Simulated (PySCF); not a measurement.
Two species compared at the same levels of theory.

First species: CH₂BF₃NP.
SMILES: `N#C[BH2-][P+](F)(F)F`

Second species: C2H10N2OSi2.
Numbering: `[SiH3:1][O:2][SiH:3]1[NH:4][CH2:5][CH2:6][NH:7]1` (hydrogens: H8, H9, H10 on Si1; H11 on Si3; H12 on N4; H13, H14 on C5; H15, H16 on C6; H17 on N7)

Levels: CAM-B3LYP/def2-SVPD for HOMO energy, LUMO energy, HOMO–LUMO gap and static isotropic polarisability; TDDFT CAM-B3LYP/def2-SVPD for lowest singlet excitation; TDA CAM-B3LYP/def2-SVPD for lowest triplet excitation (Tamm–Dancoff); ΔSCF CAM-B3LYP/def2-SVPD for vertical ionisation energy. Geometries: PBE0-D3(BJ)/def2-SVP. Each species is one conformer at its optimised geometry, gas phase, non-relativistic unless stated. Electronic properties by PySCF.

Dipoles, sizes and rotational constants follow the conformer. The torsions of the flexible species, by atom-mapped SMILES:
- `[N:1]#[C:2][BH2-:3][P+:4]([F:5])([F:6])[F:7]`: C2–B3–P4–F5 64°

The conformers of `[SiH3]O[SiH]1NCCN1` aren't listed.

Values for the first species:

| Quantity | Value |
| --- | --- |
| HOMO energy | -10.68 eV |
| LUMO energy | -0.09 eV |
| HOMO–LUMO gap | 10.59 eV |
| Lowest singlet excitation | 6.83 eV |
| Lowest triplet excitation (Tamm–Dancoff) | 5.88 eV |
| Static isotropic polarisability | 55.2 au |
| Vertical ionisation energy | 11.77 eV |

Problem. Estimate the same properties for the second species, and the change in each.

Solution. 
```csv
property,first,second,second less first
HOMO energy,-10.68 eV,-8.06 eV,+2.62 eV
LUMO energy,-0.09 eV,1.13 eV,+1.22 eV
HOMO–LUMO gap,10.59 eV,9.19 eV,-1.40 eV
lowest singlet excitation,6.83 eV,6.19 eV,-0.64 eV
lowest triplet excitation (Tamm–Dancoff),5.88 eV,5.96 eV,+0.08 eV
static isotropic polarisability,55.2 au,89.5 au,+34.3 au
vertical ionisation energy,11.77 eV,8.78 eV,-2.99 eV
```

On the first: S1 lies 3.76 eV below the HOMO–LUMO gap; its leading configuration is HOMO→LUMO, weight 0.64. No computed singlet falls in the visible range (750 to 380 nm, 1.65 to 3.26 eV); S1 lies 3.57 eV above its blue end.

On the second: The vertical singlet–triplet gap S1 − T1 is 0.23 eV (TDDFT singlet less Tamm–Dancoff triplet; S1: HOMO→LUMO, weight 0.73; T1: HOMO→LUMO, weight 0.66). S1 lies 3.00 eV below the HOMO–LUMO gap; its leading configuration is HOMO→LUMO, weight 0.73.
